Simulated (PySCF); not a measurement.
pyrazine (C4H4N2), SMILES c1cnccn1. The structure is a stationary point at ωB97X-D3(BJ)/def2-SVP.

All values below come from ωB97X-D3(BJ)/def2-SVP (PySCF 2.14.0).

Harmonic wavenumbers (cm⁻¹): 368, 445, 609, 730, 792, 820, 963, 1020, 1034, 1045, 1078, 1109, 1183, 1232, 1260, 1371, 1465, 1542, 1664, 1687, 3192, 3193, 3207, 3213. Rotational constants (GHz): 6.407, 5.948, 3.085; symmetry number 4.

Work out the zero-point energy and the ideal-gas rigid-rotor harmonic-oscillator thermochemistry at 298.15 K and 1 atm.

ZPE = ½ Σ hcν = ½ × 34220 cm⁻¹ = 48.92 kcal/mol. H − E(el) = 52.09 kcal/mol. Entropy in cal/(mol K): translation 39.06, rotation 22.66, vibration 3.66, total 65.38. G − E(el) = 32.60 kcal/mol. Cp = 16.86 cal/(mol K).
